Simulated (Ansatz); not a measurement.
# Two-coordinate energy map

GaN2H4 (SMILES [NH2][Ga][NH2]), doublet, PBE0-D4/def2-TZVP minimum:

```xyz
7
angstrom
N -1.2966 -0.4819 -0.7195
Ga 0.2475 0.5374 -0.7594
N 1.2787 0.4431 0.7745
H -1.7848 -0.5420 0.1646
H -1.9651 -0.3709 -1.4667
H 2.1937 0.8675 0.7651
H 1.3266 -0.4532 1.2415
```

Rows set the bond length Ga2–N3 (Å; 1.851 at the minimum), columns the dihedral angle N1–Ga2–N3–H6 (°; 171.3), set in this order; the parts move rigidly, in a bend the first-named atom's side turns in the plane, and in a torsion the whole end group turns. CCSD(T) energies count from the value at that structure, in kcal/mol. Ansatz 0.2.0; basis: def2-TZVPP; cores frozen in the correlated methods; orbitals are unrestricted. Filled d shells of the heavier atoms are correlated. The def2 sets are not built for correlating such inner shells, so the correlated values are less sure here.

| Ga2–N3 \ N1–Ga2–N3–H6 | -148.9 | -88.9 | -28.9 | 31.1 | 91.1 | 151.1 |
| --- | --- | --- | --- | --- | --- | --- |
| 1.518 | 52.41 | 54.22 | 48.23 | 54.88 | 56.51 | 47.87 |
| 1.710 | 9.31 | 10.75 | 6.50 | 11.80 | 13.20 | 6.31 |
| 1.991 | 5.21 | 6.23 | 4.27 | 8.16 | 9.27 | 4.25 |
| 2.320 | – | – | – | ? | ? | 26.32 |
| 2.683 | ? | 41.25 | – | 47.58 | ? | – |

**Question.** Fill in the withheld cells. (An estimate is asked for; the value comes from the calculation.)

**Answer.** By the calculation: (2.320, 31.1): 29.63; (2.320, 91.1): 30.44; (2.683, -148.9): 40.94; (2.683, 91.1): 47.76 kcal/mol. These count from the CCSD(T) energy at the PBE0-D4 minimum.

The same grid for a cheaper method: PBE0-D4 − CCSD(T), both counted from the minimum, in kcal/mol:
```
Ga2–N3 \ N1–Ga2–N3–H6  -148.9  -88.9  -28.9   31.1   91.1  151.1
                1.518   -1.87  -1.77  -1.13  -1.68  -1.60  -1.17
                1.710   -0.76  -0.66   0.00  -0.45  -0.37  -0.06
                1.991   -0.68  -0.61   0.18  -0.05  -0.01   0.08
                2.320       –      –      –  -1.04  -1.10  -1.67
                2.683   -3.95  -3.88      –  -4.09  -4.15      –
```

No T1 diagnostic of these runs exceeds 0.035. ⟨S²⟩ of the unrestricted Hartree–Fock references: 0.75 to 0.83 (a pure state has 0.75). The unrestricted reference is spin-contaminated, which hurts MP2 most.

For scale, one of the runs: CCSD(T)/def2-TZVPP, 166 basis functions (an equivalent command: `ansatz run in.yaml --threads 4`). Time: 47 s of wall clock on 4 CPU threads; the host was shared. Peak host memory: 3.8 GiB.
